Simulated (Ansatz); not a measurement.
`F[SiH]([SiH3])O[SiH3]` → disiloxane + `F[SiH]` at 600 K and 1 bar (silylene formation by 1,1-elimination).

Program: Ansatz. Geometries: PBE0-D4/def2-TZVP. ΔE: electronic, gas phase. CCSD(T)/CBS adds triple-zeta CCSD(T) − MP2 to the extrapolated MP2 energy (def2 sets, frozen cores). This one scheme is used for every species. Each species was taken in one conformer, which may not be the lowest.

```json
{"species": "`F[SiH]([SiH3])O[SiH3]`", "CCSD(T)/CBS energy (Eh)": "-1046.55730", "H − E (kJ/mol)": "253.7", "S (J/(mol·K))": "527.5"}
{"species": "`[SiH3]O[SiH3]`", "CCSD(T)/CBS energy (Eh)": "-657.01000", "H − E (kJ/mol)": "196.4", "S (J/(mol·K))": "409.1"}
{"species": "`F[SiH]`", "CCSD(T)/CBS energy (Eh)": "-389.46371", "H − E (kJ/mol)": "45.2", "S (J/(mol·K))": "268.7"}
```

H − E and S are ideal-gas, rigid-rotor, harmonic terms from PBE0-D4/def2-TZVP, for one conformer and one mirror image of each species. 1 Eh = 2625.50 kJ/mol, R = 8.31446 J/(mol·K).

Task: By hand: ΔE, ΔH, ΔS and ΔG.

Result: ΔE = (-657.01000) + (-389.46371) − (-1046.55730) = 0.08359 Eh = 219.5 kJ/mol. Δ(H − E) = 196.4 + 45.2 − 253.7 = -12.1, so ΔH = 207.4 kJ/mol. ΔS = 409.1 + 268.7 − 527.5 = 150.3 J/(mol·K). ΔG = 207.4 − 600 × (150.3)/1000 = 117.2 kJ/mol.

Task: By hand: the equilibrium constant, and the temperature at which ΔG would vanish if ΔH and ΔS stayed fixed.

Result: log₁₀ K = −ΔG/(RT ln 10) = -10.2. ΔG = 0 at ΔH/ΔS = 1380 K.

The number of gas molecules changes by +1, which sets the sign of ΔS. A doubt of 5 kJ/mol in ΔE shifts log₁₀ K by 0.4 here. Other conformers and mirror images would add mixing entropy, several J/(mol·K) or more a flexible species. Modes under 60 cm⁻¹, often nearly free rotors, make the harmonic entropy too high. These are equilibria of isolated gas molecules and say nothing of rates. Largest T1 diagnostic: 0.015 (customary marks: 0.02 for closed shells, 0.045 for open ones).
